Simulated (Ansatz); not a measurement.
`[GaH2][GaH2]` + H₂S → `[SH][GaH2]` + `[GaH3]` at 600 K and 1 bar (cleavage of the Ga–Ga bond).

Computed with Ansatz on PBE0-D4/def2-TZVP structures; ΔE is electronic, products minus reactants. CCSD(T)/CBS is the MP2 limit (def2-TZVPP, def2-QZVPP) plus CCSD(T) − MP2 in def2-TZVPP, frozen cores. This one scheme is used for every species. For Ga outer-core shells are correlated without core-valence functions, which leaves a few kJ/mol of doubt a bond. Scalar relativity is left out up to krypton.

```csv
species,CCSD(T)/CBS energy (Eh),H − E (kJ/mol),S (J/(mol·K))
`[GaH2][GaH2]`,-3850.24627,111.6,358.9
H₂S,-398.97279,60.8,230.9
`[SH][GaH2]`,-2323.53734,95.0,327.9
`[GaH3]`,-1925.70545,74.9,253.2
```

H − E and S are ideal-gas, rigid-rotor, harmonic terms from PBE0-D4/def2-TZVP. 1 Eh = 2625.50 kJ/mol, R = 8.31446 J/(mol·K).

**Question.** By hand: ΔE, ΔH, ΔS and ΔG.

**Answer.** ΔE = (-2323.53734) + (-1925.70545) − (-3850.24627) − (-398.97279) = -0.02373 Eh = -62.3 kJ/mol. Δ(H − E) = 95.0 + 74.9 − 111.6 − 60.8 = -2.5, so ΔH = -64.8 kJ/mol. ΔS = 327.9 + 253.2 − 358.9 − 230.9 = -8.7 J/(mol·K). ΔG = -64.8 − 600 × (-8.7)/1000 = -59.6 kJ/mol.

**Question.** By hand: the equilibrium constant, and the temperature at which ΔG would vanish if ΔH and ΔS stayed fixed.

**Answer.** log₁₀ K = −ΔG/(RT ln 10) = 5.2. ΔG = 0 at ΔH/ΔS = 7448 K, far beyond where these terms or the molecules hold.

The number of gas molecules stays the same, so ΔS is small and ΔH decides. A doubt of 5 kJ/mol in ΔE shifts log₁₀ K by 0.4 here. These are equilibria of isolated gas molecules and say nothing of rates. Largest T1 diagnostic: 0.014 (customary marks: 0.02 for closed shells, 0.045 for open ones).
